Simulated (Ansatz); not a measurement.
Cost and result up the ladder for Pb3SeBr4 (the lowest singlet isomer of a short search) (8 atoms). Total charge 0; singlet. Geometry: PBE-D4/def2-SVP.

```xyz
8

Pb    1.3315   -0.5812   -2.3106
Pb    1.0385    1.0108    1.5706
Pb   -1.7033   -1.1723    0.5399
Se    1.1126   -1.5482    0.3198
Br   -0.7738   -0.5926    3.3132
Br   -1.4761   -0.7849   -2.5587
Br   -1.5038    1.7057    0.3873
Br    1.9744    1.9627   -1.2614
```

Ansatz on 6 threads of Intel Xeon on a shared host. Times are rough, and most runs start from the orbitals of an earlier one. PBE0-D4/def2-TZVP serves as the yardstick here, not as an exact answer. Differences are given only for rows in sets of like size (and for xTB, whose basis is part of the method), since another set adds its own error. Binding counts from free atoms at the same level (Pb triplet, Se triplet, Br doublet; other spins of the atoms weren't run), without zero-point energy or a counterpoise term.

In the def2 sets Pb takes a core potential; there is no spin–orbit coupling. Correlated methods freeze 57 core orbitals; core or outer-core shells of Pb, Se, Br are correlated, in sets that lack core-valence functions. The rows differ in basis, and correlated rows in double-zeta sets carry the largest basis error. The structure comes from a short search, and lower isomers may exist.

Correlated methods converge slowly with the basis, most of all in double-zeta sets.

```
                          level  functions  wall time
                PBE-D4/def2-SVP        238      3.2 s
               PBE-D4/def2-TZVP        390        7 s
               PBE0-D4/def2-SVP        238      8.5 s
                   MP2/def2-SVP        238       12 s
               RPA@PBE/def2-SVP        238       12 s
            r2SCAN-D4/def2-TZVP        390       14 s
                   HF/def2-TZVP        390       22 s
             BHLYP-D4/def2-TZVP        390       24 s
PBE0-D4/def2-TZVP (with forces)        390       37 s
```

Q: Estimate what each level gives for the binding energy per atom (eV).

A: 
| level | binding energy per atom (eV) | difference from PBE0-D4/def2-TZVP (eV) |
| --- | --- | --- |
| PBE-D4/def2-SVP | 2.90 | – |
| PBE-D4/def2-TZVP | 2.90 | 0.12 |
| PBE0-D4/def2-SVP | 2.77 | – |
| MP2/def2-SVP | 2.52 | – |
| RPA@PBE/def2-SVP | 2.07 | – |
| r2SCAN-D4/def2-TZVP | 2.80 | 0.02 |
| HF/def2-TZVP | 1.66 | -1.12 |
| BHLYP-D4/def2-TZVP | 2.65 | -0.12 |
| PBE0-D4/def2-TZVP (with forces) | 2.78 | 0.00 |
